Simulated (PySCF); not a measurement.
Excitation energy of Gd⁺ by level of theory

Gd⁺ [Xe] 4f7 5d1 6s1 (10D) → Gd⁺ [Xe] 4f8 6s1 (8F), as a difference of total energies. All numbers are calculated (PySCF 2.14, scalar relativity by spin-free X2C-1e, in cc-pVDZ-X2C (8s7p5d3f1g, 84 functions)). Correlated levels: valence: [Kr] 4d10 frozen. The calculations carry no spin-orbit coupling.

```json
{"method": "UHF", "excitation energy (cm⁻¹)": "34873", "error (cm⁻¹)": "+25941"}
{"method": "MP2 (valence)", "excitation energy (cm⁻¹)": "13999", "error (cm⁻¹)": "+5068"}
{"method": "SCS-MP2 (valence)", "excitation energy (cm⁻¹)": "14278", "error (cm⁻¹)": "+5346"}
{"method": "CCSD (valence)", "excitation energy (cm⁻¹)": "17992", "error (cm⁻¹)": "+9061"}
{"method": "CCSD(T) (valence)", "excitation energy (cm⁻¹)": "16496", "error (cm⁻¹)": "+7565"}
```

Reference: 8931.5 cm⁻¹ (measured; NIST levels, between the centres of gravity of the two terms).

Errors of the correlated levels include the incompleteness of this basis and the frozen core.
